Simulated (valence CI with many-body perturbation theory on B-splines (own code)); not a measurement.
# Questions on K⁶⁺

Computed by valence CI with perturbative core correlation (CI+MBPT): three valence electrons over a frozen Dirac-Fock core [Ne], radial functions for each j: 9 s, 9 p, 8 d, 6 f, 3 g, 1 h, with the one-electron correlation potential Σ1, the two-electron term Σ2, the three-electron term Σ3, Breit, model QED; selected CI, second order for the rest, scaled by the run's own slope (own B-spline code, finite nucleus).

Set against measurement, 30 paired levels are off by 124 cm⁻¹ on average, the worst by 230. These come from a selection out of Sansonetti, J. Phys. Chem. Ref. Data 37, 7 (2008). Levels without a partner in it may be off by more.

Rates and lifetimes use the calculated energies. Strong lines usually hold to 10 to 20 %, long lifetimes can be off by a factor of two.

Question: What is the ground level?

Answer: 3s2 3p 2P°_1/2, composition 96 % 3s2 3p 2P°, g = 0.665.

Question: Among levels below 410240 cm⁻¹, which E1 lines absorb most strongly from the ground level?

Answer: to 3s2 3d 2D_3/2 at 39.88 nm, f = 0.810; to 3s 3p2 2P_1/2 at 48.37 nm, f = 0.344; to 3s 3p2 2P_3/2 at 47.92 nm, f = 0.200.

Question: What are the static dipole polarisabilities of the lowest levels?

Answer: 3s2 3p 2P°_1/2 1.66; 3s2 3p 2P°_3/2 1.67 (tensor 0.13) bohr³, of which the core gives 0.0277.

Question: How is the term 2P° of the ground level split?

Answer: J = 1/2 at 0, J = 3/2 at 3138 cm⁻¹.

Question: Where does the other parity begin?

Answer: At 3s 3p2 4P_1/2, 114780 cm⁻¹.
